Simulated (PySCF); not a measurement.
AlBr2, multiplicity 2. Atoms are numbered in the order given.

```xyz
3

Al     0.0000     0.0000     0.9721
Br     0.0000    -1.9698    -0.1805
Br     0.0000     1.9698    -0.1805
```
Charge 0, spin multiplicity 2.

Coordinates come from a B3LYP-D3(BJ)/def2-TZVP optimisation. The spin state was assumed, not searched. The isomer is the one that the SMILES or the coordinates give; other isomers of the formula were not compared.

The numbers are results of B3LYP-D3(BJ)/def2-TZVP (PySCF 2.14.0), not measurements.

Frequencies are harmonic and unscaled.

### Question
Estimate the vibrational spectrum. (Estimate from the structure and the level; the computed values follow.)

### Answer

| mode | ν (cm⁻¹) | IR (km/mol) | moving atoms (share of kinetic energy) |
|---|---|---|---|
| 1 | 93 | 1.8 | Br 81 %, Al 19 % |
| 2 | 330 | 29.2 | Al 66 %, Br 34 % |
| 3 | 447 | 137.2 | Al 82 %, Br 18 % |
